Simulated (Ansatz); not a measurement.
Wavefunction ladder for `C[CH2][Sb]([SiH3])[N](C)C`

```xyz
21

C     1.292   -1.689    2.168
C     0.097   -1.252    1.339
Sb    0.173    0.849    0.794
Si    2.296    0.493   -0.629
N    -1.040    0.612   -0.873
C    -1.091    1.794   -1.706
C    -2.373    0.160   -0.543
H     2.228   -1.599    1.610
H     1.197   -2.734    2.476
H     1.397   -1.092    3.079
H    -0.834   -1.405    1.890
H     0.030   -1.803    0.398
H     3.521    0.605    0.211
H     2.386    1.519   -1.703
H     2.267   -0.859   -1.252
H    -1.610    1.557   -2.643
H    -1.623    2.645   -1.246
H    -0.083    2.127   -1.966
H    -2.336   -0.755    0.053
H    -2.916   -0.075   -1.467
H    -2.977    0.904    0.008
```

The species carries charge 0 and has multiplicity 1. Correlated methods include outer-core shells of Sb, which these sets cover unevenly. Sb: def2 effective core potential. The structure was optimised at the PBE0-D4/def2-TZVP level. It is one conformer, not always the lowest. Frozen core, restricted reference, Ansatz.

```json
{"basis": "def2-SVP", "HF (Eh)": "-741.97387", "MP2 corr.": "?", "CCSD corr.": "?", "(T)": "-0.03409", "CCSD(T) total": "?"}
{"basis": "def2-TZVPP", "HF (Eh)": "-742.32523", "MP2 corr.": "-1.41549", "CCSD corr.": "?", "(T)": "-0.05769", "CCSD(T) total": "?"}
{"basis": "def2-QZVPP", "HF (Eh)": "-742.34685", "MP2 corr.": "?", "CCSD corr.": "–", "(T)": "–", "CCSD(T) total": "–"}
```

Problem. Fill in the withheld values. (An estimate is asked.)

Solution. Ansatz gave: def2-SVP MP2 corr.: -0.98065; def2-SVP CCSD corr.: -1.07700; def2-SVP CCSD(T) total: -743.08496; def2-TZVPP CCSD corr.: -1.47797; def2-TZVPP CCSD(T) total: -743.86089; def2-QZVPP MP2 corr.: -1.72382.
